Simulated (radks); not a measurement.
Results of a calculation; reference values are marked as such.
Q: All-electron atom: the rhodium ion Rh+ in [Kr] 4d7.5 5s0.5 (fractional occupations, a model configuration). Level of theory: Dirac Kohn-Sham, PBEsol, spin-unpolarised, spherical densities, point nucleus; open shells are shared between the two j in proportion to 2j + 1 (a radial shooting solver on a logarithmic mesh with Libxc functionals). Some entries of the table are withheld. Estimate them.

| orbital | occ. | eigenvalue (eV) | r(max) (bohr) | <1/r> (bohr^-1) |
|---|---|---|---|---|
| 1s1/2 | 2 | -23022.65 | (1) | 47.04 |
| 2s1/2 | 2 | (2) | 0.1200 | 10.78 |
| 2p1/2 | 2 | -3098.670 | 0.09295 | (3) |
| 2p3/2 | 4 | -2954.183 | 0.09703 | (4) |
| 3s1/2 | 2 | -605.5601 | 0.3518 | 3.741 |
| 3p1/2 | 2 | -508.9862 | 0.3384 | 3.645 |
| 3p3/2 | 4 | -484.1252 | 0.3481 | 3.501 |
| 3d3/2 | 4 | (5) | 0.2897 | 3.329 |
| 3d5/2 | 6 | (6) | 0.2925 | 3.292 |
| 4s1/2 | 2 | -92.0356 | 0.8810 | 1.410 |
| 4p1/2 | 2 | -62.6612 | 0.9268 | 1.288 |
| 4p3/2 | 4 | -58.7307 | 0.9518 | 1.243 |
| 4d3/2 | 3 | -15.3680 | 1.134 | (7) |
| 4d5/2 | 4.5 | -14.9495 | 1.145 | (8) |
| 5s1/2 | 0.5 | -11.4472 | 2.468 | 0.4424 |

A: 
(1) 1s1/2 r(max) (bohr): 0.02118
(2) 2s1/2 eigenvalue (eV): -3345.451
(3) 2p1/2 <1/r> (bohr^-1): 10.77
(4) 2p3/2 <1/r> (bohr^-1): 10.17
(5) 3d3/2 eigenvalue (eV): -313.0009
(6) 3d5/2 eigenvalue (eV): -308.0959
(7) 4d3/2 <1/r> (bohr^-1): 0.9022
(8) 4d5/2 <1/r> (bohr^-1): 0.8898
